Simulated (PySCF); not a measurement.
Compound: C4H4NOSi (doublet state).
Geometry (GFN2-xTB, Å), atoms numbered from 1 in this order:
```xyz
11
C4H4NOSi angstrom
N     -2.9542    1.5744   -0.7444
C     -2.1356    0.9703   -0.2182
Si    -0.7805   -0.0146    0.6245
C     -0.1020   -1.3599   -0.4650
O      1.1767   -1.1509   -0.7940
C      1.6892   -0.0071   -0.2890
C      0.9070    0.7815    0.4673
H     -1.2848   -0.3779    1.9525
H     -0.5054   -2.2676   -0.8775
H      2.7187    0.1556   -0.5662
H      1.2764    1.6987    0.8840
```

The species is `[Si@H]1(C#N)[CH]OC=C1` [radical].

Computed with UKS B3LYP, pcH-1 on C H N O Si, non-relativistic, mean-field spin-orbit, GIAO (PySCF 2.14.0). Isolated species at its GFN2-xTB geometry, gas phase. Couplings are sensitive to structure, and on GFN2-xTB geometries they can be far from those on DFT ones. The SCF solution wasn't tested for stability.

(1) Match the computed a_iso(13C) values +70.9, +55.6, +1.9, -1.8 MHz with the sites C2; C4; C6; C7.

Answers

(1) 
| site | a_iso (MHz) | ρ(0) (bohr⁻³) | position | distance from C4 (Å) | spin population | largest \|T\| (MHz) |
| --- | --- | --- | --- | --- | --- | --- |
| C2 | +55.6 | +0.0494 | 2 bonds from C4 | 3.10 | +0.02 | 4.5 |
| C4 | +70.9 | +0.0631 | largest spin population | 0.00 | +0.83 | 132.6 |
| C6 | -1.8 | -0.0016 | 2 bonds from C4 | 2.25 | 0.00 | 2.2 |
| C7 | +1.9 | +0.0017 | 2 bonds from C4 | 2.54 | +0.07 | 8.8 |

ρ(0) is the spin density at the nucleus and T the dipolar tensor; a_iso includes a spin–orbit part. The Mulliken spin populations are largest on C4 (+0.83), C7 (+0.07) and O5 (+0.07). C4 is the only atom above +0.15. The angles at C4 add up to 360.0°, so it is planar; its axial dipolar tensor and the negative coupling of its proton fit spin in a p orbital normal to that plane.
